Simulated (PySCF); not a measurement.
**Trend along the second period: MIn anions**

PBE with double-zeta basis sets in PySCF, for the lowest determinant that a PBE0 search found; no spin–orbit coupling. De refers to high-spin ground-configuration atoms (the charge goes to the atom of lower measured ionisation energy or higher electron affinity, which is not always the lowest computed limit). A positive dipole points towards In; it is taken about the centre of mass and depends on that origin.

| M | basis | charged atom | state (unpaired electrons) | Re (Å) | ωe (cm⁻¹) | De (eV) | μ (D) |
| --- | --- | --- | --- | --- | --- | --- | --- |
| Be | aug-cc-pVDZ/aug-cc-pVDZ-PP | In− | triplet (π ↑↑) | 2.448 | 365 | 1.39 | 4.44 |
| B | aug-cc-pVDZ-PP/aug-cc-pVDZ | In− | quartet (σ ↑, π ↑↑) | 2.292 | 429 | 2.97 | 4.51 |
| N | aug-cc-pVDZ-PP/aug-cc-pVDZ | In− | doublet (π ↑) | 2.089 | 532 | 3.06 | 3.75 |
| O | aug-cc-pVDZ-PP/aug-cc-pVDZ | O− | singlet (closed shell) | 1.968 | 624 | 4.49 | 4.13 |
| F | aug-cc-pVDZ-PP/aug-cc-pVDZ | F− | doublet (π ↑) | 2.114 | 400 | 2.34 | 1.73 |

The shortest bond is that of InO⁻ (1.968 Å), the longest that of BeIn⁻ (2.448 Å). InO⁻ is bound most strongly (4.49 eV) and BeIn⁻ least (1.39 eV).

The state changes along the series, so neighbouring rows are not always alike in their bonding.

These are scalar-relativistic numbers at best; spin–orbit coupling would shift them, the dissociation energy most. For an ion De counts to the pair picked by the measured ionisation energies or electron affinities, which need not be the lowest pair at this level. The highest Kohn–Sham level is positive in some of these anions. Much of that is self-interaction error, but it also means that the finite basis helps to hold the extra electron. States were picked by a PBE0 search and need not be the measured ground states.
